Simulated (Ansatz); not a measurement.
Cost and result for the atomization energy of CH$_{5}$BInNS (10 atoms, 9 bonds).

Cartesian coordinates in Å:
```
N -0.169 -1.733 1.476
C 0.216 -0.782 0.869
S 0.420 2.077 0.929
B 0.736 0.399 0.151
In -0.777 0.112 -1.596
H -0.978 -2.315 1.308
H 1.380 2.020 1.869
H 1.726 0.165 -0.502
H -1.560 -1.413 -1.870
H -0.995 1.470 -2.634
```

Total charge 0; spin multiplicity 1. Correlated methods include outer-core shells of In, which these sets cover unevenly. In: def2 effective core potential. The bonds changed during the relaxation, so this is another structure than the one it started from. The structure was optimised at the PBE0-D4/def2-TZVP level. It is one conformer, not always the lowest. Program: Ansatz. All runs use 4 threads of an Arm Neoverse V1 on a shared host. Times are those of one run each, without the atoms' runs, and a repeat can differ threefold. Electronic energies, without spin–orbit coupling; frozen cores. CCSD(T)/CBS adds CCSD(T) − MP2 in def2-TZVPP to the MP2 limit, and its time is that of the two runs behind it. T1 = 0.015. With those shells the extrapolation isn't a true limit. B3LYP takes the VWN-RPA correlation (the form of Gaussian; ORCA's B3LYP/G).

CCSD(T)/CBS is a level of theory with its own doubt, some kJ/mol a heavy atom from the limit and from the frozen cores, so smaller differences don't rank the functionals.

```csv
level,functions,wall time
LDA (SPW92)/def2-TZVPP,255,1.8 s
revPBE-D4/def2-TZVPP,255,2.7 s
PBE-D4/def2-TZVPP (with forces),255,3.2 s
BHLYP-D4/def2-TZVPP,255,4.1 s
CAM-B3LYP-D4/def2-TZVPP,255,4.7 s
B3LYP-D4/def2-TZVPP (with forces),255,6.5 s
CCSD(T)/def2-SVP,111,9 s
ωB97X-V/def2-TZVPP,255,10 s
B97M-V/def2-TZVPP,255,12 s
ωB97M-V/def2-TZVPP (with forces),255,15 s
MP2/def2-QZVPP,473,27 s
CCSD(T)/def2-TZVPP,255,4 min
CCSD(T)/CBS(def2),–,4.4 min
```

Question: What atomization energy does each give, and how far from CCSD(T)/CBS? (Best estimate.)

Answer: The calculation gave: 
| level | atomization (kcal/mol) | difference from CCSD(T)/CBS | per bond |
| --- | --- | --- | --- |
| LDA (SPW92)/def2-TZVPP | 893.3 | 134.2 | 14.9 |
| revPBE-D4/def2-TZVPP | 767.0 | 7.9 | 0.9 |
| PBE-D4/def2-TZVPP (with forces) | 788.9 | 29.8 | 3.3 |
| BHLYP-D4/def2-TZVPP | 734.7 | -24.4 | -2.7 |
| CAM-B3LYP-D4/def2-TZVPP | 763.9 | 4.8 | 0.5 |
| B3LYP-D4/def2-TZVPP (with forces) | 763.7 | 4.6 | 0.5 |
| CCSD(T)/def2-SVP | 710.0 | -49.1 | -5.5 |
| ωB97X-V/def2-TZVPP | 766.0 | 6.9 | 0.8 |
| B97M-V/def2-TZVPP | 773.7 | 14.6 | 1.6 |
| ωB97M-V/def2-TZVPP (with forces) | 768.1 | 9.0 | 1.0 |
| MP2/def2-QZVPP | 762.8 | 3.7 | 0.4 |
| CCSD(T)/def2-TZVPP | 737.3 | -21.8 | -2.4 |
| CCSD(T)/CBS(def2) | 759.1 | 0.0 | 0.0 |

From r2SCAN to r2SCAN0 (25 % exact exchange), in def2-TZVPP and without D4, the atomization energy moves by −17.8 kcal/mol: exact exchange takes away binding that semilocal exchange gives to molecules. At CCSD(T), def2-SVP lies −49.1 kcal/mol from the extrapolated value and def2-TZVPP −21.8 kcal/mol: correlation converges slowly with the basis, and small sets miss more of it in the bonded molecule than in its fragments. The D4 term adds +9.9 kcal/mol with B3LYP and +5.2 kcal/mol with PBE0; it sums over pairs of atoms, weighted by their polarisabilities, and B3LYP, whose exchange is more repulsive, gets the larger term.

Spin–orbit coupling would lower the free In atoms strongly, and the atomization energy with them, by more than many differences here.
